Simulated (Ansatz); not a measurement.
Basis-set series for `[CH3][GeH2][Br]`. The species carries charge 0 and has multiplicity 1. The structure was optimised at the PBE0-D4/def2-TZVP level.

```xyz
8

C     0.4738   -0.8905   -0.3709
Ge   -0.4272    0.6077    0.4723
Br   -0.3338    2.4039   -0.9925
H     1.5113   -0.6291   -0.5783
H    -0.0241   -1.1423   -1.3072
H     0.4491   -1.7579    0.2918
H     0.2689    1.0699    1.7607
H    -1.9180    0.3383    0.7241
```

```json
{"functional": "PBE0-D4", "basis": "def2-SVP", "functions": "103", "energy (Eh)": "-4691.10823", "HOMO (eV)": "-7.91", "LUMO (eV)": "-0.01"}
{"functional": "PBE0-D4", "basis": "def2-QZVPP", "functions": "385", "energy (Eh)": "-4691.82914", "HOMO (eV)": "-8.06", "LUMO (eV)": "-0.38"}
{"functional": "ωB97M-V", "basis": "def2-SVP", "functions": "103", "energy (Eh)": "-4691.41853", "HOMO (eV)": "-10.09", "LUMO (eV)": "1.97"}
{"functional": "ωB97M-V", "basis": "def2-QZVPP", "functions": "385", "energy (Eh)": "-4692.13826", "HOMO (eV)": "-10.26", "LUMO (eV)": "1.27"}
```

Give the rows for def2-TZVPP. (Best estimate.)

Ansatz gave: 
```tsv
functional	basis	functions	energy (Eh)	HOMO (eV)	LUMO (eV)
PBE0-D4	def2-TZVPP	197	-4691.72922	-8.05	-0.24
ωB97M-V	def2-TZVPP	197	-4692.04120	-10.26	1.65
```

Positive LUMOs are unbound and depend on the basis. Scalar relativity is left out up to krypton.
